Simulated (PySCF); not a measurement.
# Fe³⁺ (iron, charge +3) across methods

[Ar] 3d5, high-spin 6S determinant. Calculation: PySCF 2.14, in x2c-TZVPPall; the spin-free X2C one-electron Hamiltonian (Gaussian nucleus).

```csv
method,E (hartree),mean ε 3p α (eV),mean ε 3p β (eV),mean ε 3d α (eV),Σ⟨r²⟩ (bohr²),⟨S²⟩
UHF,-1269.49869,-119.27,-103.91,-56.072,12.90,8.751
TPSSh,-1270.579,-101.61,-94.532,-46.253,13.08,8.750
PBE,-1270.302,-98.967,-93.014,-45.150,13.14,8.750
MN15,-1271.245,-102.42,-97.744,-48.628,13.08,8.750
HSE06,-1270.371,-103.86,-95.777,-47.635,13.06,8.750
PBE0,-1270.356,-104.29,-96.166,-48.089,13.05,8.750
r2SCAN,-1270.546,-101.48,-93.744,-45.685,13.02,8.751
LDA,-1267.967,-98.795,-93.112,-45.336,13.14,8.750
```

**Question.** Estimate the same row for wB97X.

**Answer.** E (hartree) = -1270.603; mean ε 3p α (eV) = -105.78; mean ε 3p β (eV) = -98.544; mean ε 3d α (eV) = -50.147; Σ⟨r²⟩ (bohr²) = 12.99; ⟨S²⟩ = 8.751.
